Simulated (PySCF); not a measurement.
K- (potassium, charge -1): wB97X-V calculation

Configuration: [Ar] 4s2, closed-shell 1S. Computed with PySCF 2.14 in x2c-QZVPPall with one added diffuse shell each of s, p, d, f type (12s8p5d4f, 89 functions), with the spin-free X2C one-electron Hamiltonian (Gaussian nucleus).

```
Total energy                        : -602.166 hartree
One-electron energy                 : -829.780 hartree
Hartree (Coulomb) energy            : 261.243 hartree
Exchange-correlation energy         : -33.630 hartree
⟨S²⟩                                : 0.0000
⟨L²⟩                                : 0.000
Sum of ⟨r⟩                          : 27.47 bohr
Sum of ⟨r²⟩                         : 126.6 bohr²
Langevin diamagnetic susceptibility : -100 ×10⁻⁶ cm³/mol
```

```json
{"shell": "1s", "electrons": "2", "mean orbital energy (eV)": "-3542.2", "rms radius, mean of both spins (bohr)": "0.0938"}
{"shell": "2s", "electrons": "2", "mean orbital energy (eV)": "-360.98", "rms radius, mean of both spins (bohr)": "0.421"}
{"shell": "2p", "electrons": "6", "mean orbital energy (eV)": "-285.70", "rms radius, mean of both spins (bohr)": "0.389"}
{"shell": "3s", "electrons": "2", "mean orbital energy (eV)": "-37.684", "rms radius, mean of both spins (bohr)": "1.37"}
{"shell": "3p", "electrons": "6", "mean orbital energy (eV)": "-19.698", "rms radius, mean of both spins (bohr)": "1.56"}
{"shell": "4s", "electrons": "2", "mean orbital energy (eV)": "-0.547", "rms radius, mean of both spins (bohr)": "7.31"}
```

Densities and radii are taken from the X2C orbitals without a picture-change correction, which distorts them close to the nucleus.
